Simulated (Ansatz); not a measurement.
Ideal-gas functions of `[SH][Zn][Cl]` at 298.15 K and 1 bar, from an Ansatz frequency run at PBE0-D4/def2-TZVP.

Molar mass 133.92 g/mol, point group Cs (symmetry number 1), electronic degeneracy 1, moments of inertia 1.763, 309.156, 310.919 u Å². Harmonic wavenumbers (cm⁻¹, unscaled): 99, 105, 342, 487, 662, 2702.

Use S(trans) = R[1.5 ln M + 2.5 ln T − 1.1517]; rotational temperatures θ = 24.2544 K / I; S(rot) = R[ln(√π/σ · √(T³/θAθBθC)) + 1.5]; for each mode x = 1.438777 ν̃/T, S = R[x/(eˣ − 1) − ln(1 − e⁻ˣ)] and H = RT x/(eˣ − 1); 1 cm⁻¹ = 0.0119627 kJ/mol; R = 8.31446 J/(mol·K).

Q: By hand: the entropy, in J/(mol·K).

A: Translation 169.9. Rotation: θ = 13.7575, 0.0785, 0.078 K, giving 98.6. Vibration, mode by mode: 14.53, 14.06, 5.03, 2.89, 1.48, 0.00, in all 38.0. Electronic 0.0. Sum 306.5 J/(mol·K).

Q: By hand: H − E and G − E in kJ/mol, counted from the electronic energy.

A: Zero-point energy ½ × 4397 × 0.0119627 = 26.3; thermal vibration 5.8; translation, rotation and pV give 4 RT = 9.9. H − E = 42.0 kJ/mol, and G − E = 42.0 − 298.15 × 306.5/1000 = -49.4 kJ/mol.

Vibration gives 12 % of the entropy, 28.6 J/(mol·K) of it from the modes under 150 cm⁻¹: soft modes count most, and the harmonic formula is weakest for them. The sum counts one conformer and one mirror image; others add a mixing term.
